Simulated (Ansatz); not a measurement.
Consider the formal hydrolysis of a Zn–Cl bond: `FC(F)(F)C1=CC(C(F)(F)F)=[O+][Zn-]([Cl])[O]1` + H₂O → `[OH][Zn-]1[O]C(C(F)(F)F)=CC(C(F)(F)F)=[O+]1` + HCl.

Isolated molecules relaxed with PBE0-D4/def2-TZVP in Ansatz; ΔE leaves out vibrations. CCSD(T)/CBS is the MP2 limit (def2-TZVPP, def2-QZVPP) plus CCSD(T) − MP2 in def2-TZVPP, frozen cores. This one scheme is used for every species. DFT in def2-TZVPP. B3LYP here is the variant with VWN-RPA as its local correlation; programs differ in this. For Zn outer-core shells are correlated without core-valence functions, which leaves a few kJ/mol of doubt a bond. Scalar relativity is left out up to krypton. Each species was taken in one conformer, which may not be the lowest.

Q: Is it downhill or uphill in electronic energy at CCSD(T)/CBS, and by how much? (Estimate.)

A: Computed: Uphill: ΔE = +24.9 kcal/mol.

Q: What do these levels give: revPBE-D4, revPBE, B3LYP, r2SCANh, BHLYP, HF/CBS(def2)? (An estimate is asked.)

A: Computed: revPBE-D4 22.7, revPBE 22.5, B3LYP 23.4, r2SCANh 24.8, BHLYP 26.0, HF/CBS(def2) 29.2 kcal/mol.

Largest T1 diagnostic among the species: 0.016.

From PBE to PBE0 (25 % exact exchange), in def2-TZVPP and without D4, ΔE moves by +2.7 kcal/mol. In def2-TZVPP, CCSD(T) changes the Hartree–Fock value by −6.0 kcal/mol (the triples alone add −0.6 kcal/mol) and MP2 by −6.0 kcal/mol. At CCSD(T), def2-SVP lies −1.1 kcal/mol from the extrapolated value and def2-TZVPP −1.6 kcal/mol.
